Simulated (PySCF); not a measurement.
Ligand exchange on a metal centre used in film growth or etching (Hf F-OH). Gas-phase values, no solvent. One relaxed conformer stands for each flexible species; it need not be the lowest.

Calculation: PBE-D3(BJ)/def2-TZVP // BP86-D3(BJ)/def2-SVP in PySCF 2.14.0. 

```csv
species,charge on the central atom (Mulliken) (e),coordination number,HOMO–LUMO gap (eV),LUMO (eV)
0 of 4 F replaced by OH ([Hf(F)4]),1.54,4,8.37,-1.72
1 of 4 F replaced by OH,___,4,___,-1.36
2 of 4 F replaced by OH ([Hf(F)2(OH)2]),1.50,4,6.69,-1.10
3 of 4 F replaced by OH ([Hf(F)(OH)3]),1.47,4,6.29,___
4 of 4 F replaced by OH ([Hf(OH)4]),___,4,6.09,___
```

Question: Complete the blanks.

Answer: 
- 1 of 4 F replaced by OH, charge on the central atom (Mulliken) (e): 1.52
- 1 of 4 F replaced by OH, HOMO–LUMO gap (eV): 7.07
- 3 of 4 F replaced by OH ([Hf(F)(OH)3]), LUMO (eV): -0.85
- 4 of 4 F replaced by OH ([Hf(OH)4]), charge on the central atom (Mulliken) (e): 1.43
- 4 of 4 F replaced by OH ([Hf(OH)4]), LUMO (eV): -0.62
